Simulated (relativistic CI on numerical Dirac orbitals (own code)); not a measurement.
# L2,3 absorption of iron in several valence states

Computed multiplet spectra 2p⁶3dⁿ → 2p⁵3dⁿ⁺¹ (Dirac-Coulomb-Breit ions, Slater integrals scaled by 0.8, an assumed crystal field that grows with the charge, no charge transfer; 300 K; Lorentzian 0.4 eV and Gaussian 0.3 eV FWHM at both edges, so that L2 comes out sharper than in experiment). Peaks over 5 % are given in eV from the highest peak in the L3 region of each spectrum (height, largest 100). S of the lowest state is read from ⟨S²⟩, and the branching ratio is the share of L3, cut at the minimum between the edges.

Field parameters in Wybourne normalisation: Oh B⁴₀ = 21Dq, B⁴₄ = √(5/14) B⁴₀. The field is a parameter set, without covalency.

- Fe2+ (d6, Oh, 10Dq = 11100 cm⁻¹): S = 2.00, high spin, branching ratio 0.77; peaks -2.0 (21), -1.3 (29), 0.0 (100), 1.3 (55), 2.8 (21), 11.4 (13), 12.7 (32), 15.8 (8)
- Fe3+ (d5, Oh, 10Dq = 14350 cm⁻¹): S = 2.50, high spin, branching ratio 0.77; peaks -1.9 (32), 0.0 (100), 1.6 (29), 3.9 (9), 4.9 (6), 11.3 (15), 12.4 (7), 13.3 (21), 14.7 (16)
- Fe4+ (d4, Oh, 10Dq = 17600 cm⁻¹): S = 1.99, high spin, branching ratio 0.66; peaks -2.3 (53), -1.4 (40), 0.0 (100), 1.6 (65), 8.1 (20), 10.0 (38), 11.0 (22), 12.5 (29), 13.7 (39), 14.9 (16)
- Fe5+ (d3, Oh, 10Dq = 20800 cm⁻¹): S = 1.50, branching ratio 0.59; peaks -2.1 (54), 0.0 (96), 1.2 (84), 3.8 (19), 5.4 (12), 10.7 (100), 12.2 (40), 13.6 (65)

The centroid of the whole edge, which also moves with the branching ratio, lies at 713.2 (Fe2+), 716.3 (Fe3+), 720.5 (Fe4+), 725.8 (Fe5+) eV in this ionic model, in steps of 3.1 to 5.3 eV. Compounds show about 1 to 2 eV a unit and lower energies for the high valences, since ligands screen the charge. The multiplet shape follows the d count and the spin state, and so serves as a fingerprint of valence.
